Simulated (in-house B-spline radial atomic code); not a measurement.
A fraction x of an electron is moved 4d → 4f in Pd4+, starting from [Kr] 4d6 and keeping the highest spin. Level of theory: scalar-relativistic (X2C) LDA PW92, spin-polarised, spherical fractional occupations, Fermi nucleus of rms radius 4.5318 fm; calculated with an all-electron radial atomic-structure program (B-spline basis).

| x | E(x) - E(0) (eV) | 4d down level (eV) | 4f up level (eV) |
| --- | --- | --- | --- |
| 0 | 0.0000 | -55.596 | - |
| 0.125 | 4.5909 | -56.197 | -19.435 |
| 0.25 | 9.1942 | -56.778 | -19.883 |
| 0.375 | 13.8155 | -57.332 | -20.284 |
| 0.5 | 18.4563 | -57.860 | -20.656 |
| 0.625 | ? | ? | ? |
| 0.75 | ? | ? | ? |
| 0.875 | 32.4904 | -59.287 | -21.656 |
| 1 | 37.2018 | - | -21.962 |

Q: What belongs in the row x = 0.625?

A: An energy change of 23.1163 eV; 4d down at -58.361 eV, 4f up at -21.006 eV.

Q: What belongs in the row x = 0.75?

A: An energy change of 27.7948 eV; 4d down at -58.837 eV, 4f up at -21.338 eV.

Q: Check Janak's theorem between x = 0.125 and 0.25.

A: The slope of the energy is 36.83 eV; the orbital levels give 36.83 eV (ε of the receiving orbital less ε of the emptying one, averaged over the two points).
